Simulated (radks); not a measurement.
The numbers below are computed, except where a source is named.
Problem. Er IV, 65 electrons, occupied as [Xe] 4f11 (the NIST ground configuration). Level of theory: Dirac Kohn-Sham, PBE, spin-unpolarised, spherical densities, finite nucleus; open shells are shared between the two j in proportion to 2j + 1; Fermi nuclear charge, rms radius 5.2516 fm (a radial shooting solver on a logarithmic mesh with Libxc functionals).

Spin-orbit splittings of the eigenvalues, e(l+1/2) - e(l-1/2), with zeta = 2 splitting/(2l+1) and mean radii in bohr:

shell  occ.  splitting (eV)  zeta (eV)  <r> j=l-1/2  <r> j=l+1/2
2p        6           916.8      611.2      0.07147      0.07875
3p        6           192.5      128.4       0.2146       0.2283
3d       10           42.07      16.83       0.2013       0.2055
4p        6           43.43      28.96       0.5166       0.5479
4d       10           7.915      3.166       0.5757       0.5868
4f       11               ?          ?       0.7600       0.7727
5p        6           5.871      3.914        1.368        1.462

Estimate the 4f splitting.

Solution. 1.158 eV (zeta = 0.3308 eV).
